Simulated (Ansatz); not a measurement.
Cost and result for the atomization energy of CH6AlGa, SMILES `[AlH2][CH2][GaH2]` (9 atoms, 8 bonds).

```xyz
9

Al   -1.558    0.616    0.052
C     0.272    0.403   -0.553
Ga    1.347   -0.937    0.385
H    -2.716   -0.260   -0.593
H    -1.898    1.646    1.212
H     0.778    1.366   -0.430
H     0.244    0.114   -1.609
H     1.366   -2.422   -0.127
H     2.166   -0.527    1.662
```

The species carries charge 0 and has multiplicity 1. Correlated methods include outer-core shells of Ga, which these sets cover unevenly. Scalar relativity is left out up to krypton. Geometry: relaxed with PBE0-D4/def2-TZVP. Program: Ansatz. All runs use 2 threads of an INTEL XEON PLATINUM 8581C on a shared host. Times are those of one run each, without the atoms' runs, and a repeat can differ threefold. Electronic energies, without spin–orbit coupling; frozen cores. CCSD(T)/CBS adds CCSD(T) − MP2 in def2-TZVPP to the MP2 limit, and its time is that of the two runs behind it. T1 = 0.012. With those shells the extrapolation isn't a true limit. B3LYP takes the VWN-RPA correlation (the form of Gaussian; ORCA's B3LYP/G). HSE06 is the plane-wave form, built on full-range PBE exchange.

CCSD(T)/CBS is a level of theory with its own doubt, some kJ/mol a heavy atom from the limit and from the frozen cores, so smaller differences don't rank the functionals.

```
                            level  functions  wall time  atomization (kcal/mol)  difference from CCSD(T)/CBS  per bond
  PBE-D4/def2-TZVPP (with forces)        205      1.6 s                   601.6                         -8.5      -1.1
               PBE0-D4/def2-TZVPP        205      1.9 s                   600.7                         -9.4      -1.2
              BHLYP-D4/def2-TZVPP        205      1.9 s                   597.5                        -12.6      -1.6
                 CCSD(T)/def2-SVP         94      2.1 s                   579.2                        -30.9      -3.9
              HSE06-D4/def2-TZVPP        205      2.1 s                   600.9                         -9.2      -1.1
          CAM-B3LYP-D4/def2-TZVPP        205      2.2 s                   608.3                         -1.8      -0.2
            r2SCANh-D4/def2-TZVPP        205      2.7 s                   607.7                         -2.4      -0.3
B3LYP-D4/def2-TZVPP (with forces)        205      2.9 s                   603.5                         -6.6      -0.8
              PBE-QIDH/def2-TZVPP        205      3.2 s                   603.6                         -6.5      -0.8
                B97M-V/def2-TZVPP        205      4.9 s                   617.8                          7.7       1.0
                   MP2/def2-QZVPP        396       14 s                   604.1                         -6.0      -0.7
               CCSD(T)/def2-TZVPP        205       35 s                   598.8                        -11.3      -1.4
                CCSD(T)/CBS(def2)          –       49 s                   610.1                          0.0       0.0
```

From r2SCAN to r2SCAN0 (25 % exact exchange), in def2-TZVPP and without D4, the atomization energy moves by −4.4 kcal/mol: exact exchange takes away binding that semilocal exchange gives to molecules. In def2-TZVPP, CCSD(T) changes the Hartree–Fock value by +138.3 kcal/mol (the triples alone add +5.8 kcal/mol) and MP2 by +136.9 kcal/mol; breaking electron pairs costs correlation energy, which Hartree–Fock lacks. Leaving LDA and LC-ωPBE aside and taking each functional with its dispersion term where it has one, the values, not all of them listed here, spread over 26.1 kcal/mol, from revPBE-D4 to B97M-V. LDA lies +75.2 kcal/mol from PBE without D4, its usual overbinding.
